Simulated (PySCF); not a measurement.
Members of one series of related molecules.

All values: PBE0/pcSseg-1 (PySCF) at GFN2-xTB geometries, gas phase, one conformer each.

**Question.** Rank by HOMO–LUMO gap, highest first.
A. `C=N/N=C(\C)C(C)C`
B. `C/C=N\N=C\C(C)(C)C`
C. `C=N/N=C(/C)C(C)(C)C`

**Answer.** B (6.75 eV), A (6.57 eV), C (6.41 eV).

All values together:

```csv
SMILES,change,formula,μ (D),HOMO (eV),LUMO (eV),lowest IAO charge (e),highest IAO charge (e),lowest Hirshfeld charge (e),highest Hirshfeld charge (e)
C=N/N=C\C,parent,C3H6N2,2.05,-6.88,-0.18,-0.459 (C),+0.161 (H),-0.121 (C),+0.052 (H)
C/C=N\N=C\C,H replaced by CH3,C4H8N2,2.14,-6.69,0.11,-0.459 (C),+0.162 (H),-0.123 (C),+0.051 (H)
C/C=N\N=C\C(C)(C)C,H replaced by tBu,C7H14N2,1.95,-6.68,0.07,-0.459 (C),+0.159 (H),-0.126 (C),+0.051 (H)
C=N/N=C(/C)C(C)(C)C,H replaced by tBu,C7H14N2,1.88,-6.60,-0.19,-0.429 (C),+0.165 (H),-0.125 (C),+0.085 (C)
C=N/N=C(\C)C(C)C,H replaced by iPr,C6H12N2,2.02,-6.66,-0.09,-0.458 (C),+0.160 (H),-0.123 (C),+0.080 (C)
C/C=N\N=C/C(C)C,H replaced by iPr,C6H12N2,2.33,-6.63,0.05,-0.459 (C),+0.158 (H),-0.122 (C),+0.051 (H)
```

Conformers: `[CH2:1]=[N:2]/[N:3]=[CH:4]\[CH3:5]` with C1–N2–N3–C4 -101°; `[CH3:1]/[CH:2]=[N:3]\[N:4]=[CH:5]\[CH3:6]` with C2–N3–N4–C5 -97°; `[CH3:1]/[CH:2]=[N:3]\[N:4]=[CH:5]\[C:6]([CH3:7])([CH3:8])[CH3:9]` with C2–N3–N4–C5 -98°; `[CH2:1]=[N:2]/[N:3]=[C:4](/[CH3:5])[C:6]([CH3:7])([CH3:8])[CH3:9]` with C1–N2–N3–C4 -108°; `[CH2:1]=[N:2]/[N:3]=[C:4](\[CH3:5])[CH:6]([CH3:7])[CH3:8]` with C1–N2–N3–C4 -101°, N3–C4–C6–C7 -128°; `[CH3:1]/[CH:2]=[N:3]\[N:4]=[CH:5]/[CH:6]([CH3:7])[CH3:8]` with C2–N3–N4–C5 -102°, N4–C5–C6–C7 111°.

**Question.** Give the shifts from the parent, `C=N/N=C\C`.

**Answer.** 
| SMILES | change in μ (D) | change in HOMO (eV) | change in LUMO (eV) |
| --- | --- | --- | --- |
| C/C=N\N=C\C | +0.09 | +0.19 | +0.29 |
| C/C=N\N=C\C(C)(C)C | -0.10 | +0.20 | +0.25 |
| C=N/N=C(/C)C(C)(C)C | -0.17 | +0.28 | -0.01 |
| C=N/N=C(\C)C(C)C | -0.03 | +0.22 | +0.09 |
| C/C=N\N=C/C(C)C | +0.28 | +0.25 | +0.23 |
